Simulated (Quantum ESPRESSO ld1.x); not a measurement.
Values are calculated unless marked as measured or tabulated.
Problem. The aim is the strontium ion Sr3+ in [Ar] 3d10 4s2 4p5. What will ld1.x (Quantum ESPRESSO 7.5) do with this input?

```
 &input
    zed=38.0,
    iswitch=1,
    rel=2,
    lsd=2,
    dft='BLYP',
    config='[Ar] 3d10 4s2 4p5',
    lsmall=.true.,
    prefix='ld1',
    max_out_wfc=37,
    file_charge='ld1.rho',
 /
```

Solution. Refused. The program stops in ld1_readin with "lsd not correct": lsd takes 0 or 1.

Output (excerpt):

```
     Program LD1 v.7.5 starts

 %%%%%%%%%%%%%%%%%%%%%%%%%%%%%%%%%%%%%%%%%%%%%%%%%%%%%%%%%%%%%%%%%%%%%%%%%%%%%%
     Error in routine ld1_readin (1):
     lsd not correct
 %%%%%%%%%%%%%%%%%%%%%%%%%%%%%%%%%%%%%%%%%%%%%%%%%%%%%%%%%%%%%%%%%%%%%%%%%%%%%%

     stopping ...
```

Run on one thread of a shared host, so times are rough (Intel(R) Xeon(R) Processor @ 2.60GHz): 0.48 s of CPU time, 0.51 s wall.
